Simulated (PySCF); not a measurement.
Isomers of C4H5F5O2. Theory: PBE0-D3(BJ)/def2-SVP geometry optimisation, gas phase in PySCF. One conformer each; no zero-point energy, no entropy. No frequencies were run at this level. Point groups hold within 0.08 Å.

Task: Order them by energy at this level, lowest first, and give relative energies in kcal/mol.
A. `[CH3:1][O:2][C@@H:3]([O:4][C:5]([F:6])([F:7])[F:8])[CH:9]([F:10])[F:11]` with C1–O2–C3–O4 76°, O2–C3–O4–C5 -123°, O2–C3–C9–F10 67°
B. `[OH:1][CH2:2][C@H:3]([O:4][CH:5]([F:6])[F:7])[C:8]([F:9])([F:10])[F:11]` with H–O1–C2–C3 79°, O1–C2–C3–O4 -70°, C2–C3–O4–C5 82°, C3–O4–C5–F6 147°
C. `[CH3:1][C@@H:2]([OH:3])[C:4]([F:5])([F:6])[O:7][C:8]([F:9])([F:10])[F:11]` with C1–C2–O3–H 180°, C1–C2–C4–F5 -173°, C2–C4–O7–C8 -167°

Result: C (0.0), B (12.7), A (16.0).

As drawn, the lowest has an O–H bond, which the highest lacks.

```tsv
SMILES	E (Eh)	E rel (kcal/mol)	dipole (D)	point group	A, B, C (MHz)
C[C@@H](O)C(F)(F)OC(F)(F)F	-803.72118	0.0	1.57	C1	2074, 743.1, 678.2
OC[C@H](OC(F)F)C(F)(F)F	-803.70097	12.7	1.44	C1	1586, 752.8, 577.2
CO[C@@H](OC(F)(F)F)C(F)F	-803.69568	16.0	2.21	C1	1480, 859.1, 620.2
```
